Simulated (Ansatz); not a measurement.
Consider the substitution at a C–F bond: `CC(C)(C)F` + `C=CNCC` → `C=CN(CC)C(C)(C)C` + H–F.

Program: Ansatz. Geometries: PBE0-D4/def2-TZVP. ΔE: electronic, gas phase. CCSD(T)/CBS is the MP2 limit (def2-TZVPP, def2-QZVPP) plus CCSD(T) − MP2 in def2-TZVPP, frozen cores. This one scheme is used for every species. Functionals use def2-TZVPP. B3LYP here is the variant with VWN-RPA as its local correlation; programs differ in this. Each species was taken in one conformer, which may not be the lowest.

```tsv
level	ΔE (kcal/mol)	difference from CCSD(T)/CBS
PBE-D4	4.1	3.3
r2SCAN-D4	6.0	5.2
PBE0-D4	3.5	2.7
B3LYP-D4	5.1	4.3
ωB97X-V	5.2	4.4
ωB97M-V	4.2	3.4
B2PLYP	7.3	6.5
PBE	9.2	8.4
r2SCAN	7.7	6.9
PBE0	8.1	7.3
B3LYP	12.9	12.1
HF/def2-TZVPP	16.6	15.8
MP2/def2-TZVPP	-3.2	-4.0
SCS-MP2/def2-TZVPP	1.1	0.3
CCSD/def2-TZVPP	3.0	2.2
CCSD(T)/def2-TZVPP	0.8	0.0
HF/def2-QZVPP	16.6	15.8
MP2/def2-QZVPP	-3.2	-4.0
SCS-MP2/def2-QZVPP	1.1	0.3
HF/CBS(def2)	16.6	15.8
MP2/CBS(def2)	-3.2	-4.0
CCSD/CBS(def2)	3.1	2.3
CCSD(T)/CBS	0.8	0
```

Largest T1 diagnostic among the species: 0.011.

The D4 term adds −7.8 kcal/mol with B3LYP and −4.6 kcal/mol with PBE0; it sums over pairs of atoms, weighted by their polarisabilities, and B3LYP, whose exchange is more repulsive, gets the larger term. From PBE to PBE0 (25 % exact exchange), in def2-TZVPP and without D4, ΔE moves by −1.1 kcal/mol. In def2-TZVPP, CCSD(T) changes the Hartree–Fock value by −15.9 kcal/mol (the triples alone add −2.3 kcal/mol) and MP2 by −19.8 kcal/mol.
